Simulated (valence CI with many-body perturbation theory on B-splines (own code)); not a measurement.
Ladder of approximations for Eu XLI

Computed by relativistic CI+MBPT: five valence electrons over a frozen Dirac-Fock core [Ar], a basis of 7 s, 7 p, 8 d, 6 f, 4 g, 1 h functions for each j, with the one-electron correlation potential Σ1, the two-electron term Σ2, the three-electron term Σ3, Breit, model QED; selected CI, second order for the rest (own B-spline code, finite nucleus).

The last digits are not significant, and no measured levels were compared; by estimate large intervals hold to a few tenths of a per cent, small ones and those within an open d or f shell to about a per cent. Only levels of the ground parity were solved; by the run's estimate the other parity begins above the list, which can be wrong where configurations are misplaced.

Each rung adds one term. CI alone is the Dirac-Coulomb CI over the frozen core; QED comes last and gives the full result, which names the levels. Energies are above (3d3/2^4 3d5/2) J=5/2 on the same rung, in eV.

Levels are named by their leading jj configuration (3d3/2^4 stands for four electrons in 3d with j = 3/2), which in mixed levels can hold well under half, so a name can repeat and another be missing. Letters in brackets count levels of one name in rising energy.

```csv
Level,CI alone,Σ1,Σ2,Σ3,Breit,QED,Full
(3d3/2^3 3d5/2^2) J=5/2 [a],22.97,+0.146,+0.453,+0.155,-0.683,+0.081,23.12
(3d3/2^3 3d5/2^2) J=7/2 [a],33.62,+0.154,+0.234,+0.086,-1.081,+0.081,33.09
(3d3/2^3 3d5/2^2) J=3/2 [a],34.49,+0.156,+0.004,+0.010,-0.585,+0.082,34.16
(3d3/2^3 3d5/2^2) J=11/2,35.56,+0.157,+0.605,-0.053,-1.925,+0.083,34.43
(3d3/2^3 3d5/2^2) J=9/2,39.01,+0.165,+0.285,+0.053,-1.468,+0.086,38.13
(3d3/2^3 3d5/2^2) J=5/2 [b],41.00,+0.176,-0.051,+0.130,-1.101,+0.092,40.24
(3d3/2^3 3d5/2^2) J=1/2,42.46,+0.183,-0.171,+0.078,-0.795,+0.095,41.85
(3d3/2^3 3d5/2^2) J=7/2 [b],45.87,+0.168,-0.150,-0.065,-1.119,+0.085,44.79
(3d3/2^3 3d5/2^2) J=3/2 [b],55.81,+0.204,-0.263,+0.115,-0.785,+0.103,55.19
(3d3/2^2 3d5/2^3) J=5/2 [a],56.13,+0.295,+0.492,+0.152,-1.384,+0.160,55.84
(3d3/2^2 3d5/2^3) J=7/2 [a],62.58,+0.317,+0.451,+0.132,-1.894,+0.170,61.76
(3d3/2^2 3d5/2^3) J=11/2,63.72,+0.318,+0.974,+0.003,-2.651,+0.171,62.53
(3d3/2^2 3d5/2^3) J=9/2 [a],65.45,+0.315,+0.547,+0.083,-2.312,+0.168,64.26
(3d3/2^2 3d5/2^3) J=1/2 [a],67.33,+0.328,+0.125,+0.171,-1.388,+0.175,66.74
(3d3/2^2 3d5/2^3) J=13/2,68.64,+0.324,+1.105,-0.086,-3.378,+0.172,66.78
(3d3/2^2 3d5/2^3) J=3/2 [a],68.54,+0.327,+0.280,+0.064,-1.460,+0.174,67.93
(3d3/2^2 3d5/2^3) J=5/2 [b],70.48,+0.324,+0.139,+0.121,-1.799,+0.171,69.44
(3d3/2^2 3d5/2^3) J=9/2 [b],74.99,+0.328,+0.510,-0.029,-2.212,+0.173,73.76
(3d3/2^2 3d5/2^3) J=7/2 [b],77.46,+0.331,+0.028,+0.085,-2.326,+0.173,75.75
(3d3/2^2 3d5/2^3) J=5/2 [c],77.92,+0.332,+0.030,+0.144,-1.516,+0.173,77.08
(3d3/2^2 3d5/2^3) J=3/2 [b],80.71,+0.321,-0.455,-0.158,-1.706,+0.165,78.88
(3d3/2^2 3d5/2^3) J=7/2 [c],83.74,+0.340,-0.006,+0.104,-2.070,+0.176,82.28
(3d3/2^2 3d5/2^3) J=1/2 [b],83.91,+0.333,-0.542,+0.150,-1.478,+0.172,82.55
(3d3/2^2 3d5/2^3) J=9/2 [c],90.69,+0.351,-0.017,+0.067,-2.246,+0.180,89.02
(3d3/2 3d5/2^4) J=5/2 [a],94.29,+0.478,+0.636,-0.015,-2.269,+0.257,93.38
(3d3/2 3d5/2^4) J=7/2 [a],101.99,+0.492,+0.583,-0.013,-2.732,+0.263,100.58
(3d3/2^2 3d5/2^3) J=3/2 [c],103.43,+0.393,-0.838,+0.301,-1.538,+0.189,101.94
(3d3/2 3d5/2^4) J=11/2,103.99,+0.495,+1.084,-0.100,-3.550,+0.264,102.18
(3d3/2^2 3d5/2^3) J=5/2 [d],104.39,+0.386,-0.543,+0.127,-1.735,+0.197,102.82
(3d3/2 3d5/2^4) J=3/2 [a],105.21,+0.435,-0.037,+0.143,-2.020,+0.239,103.97
(3d3/2 3d5/2^4) J=9/2,110.65,+0.487,+0.384,+0.046,-3.014,+0.257,108.81
```

The middle columns are the shifts that each term adds.

Task: How does the ionisation energy move along the ladder, and which term matters most?

Result: CI alone 3010.0, + Σ1 3012.3, + Σ2 3022.7, + Σ3 3022.9, + Breit 3022.0, + QED 3022.1 eV. The largest step is Σ2, 10.3 eV. NIST lists 3022 ± 4 eV (theoretical).
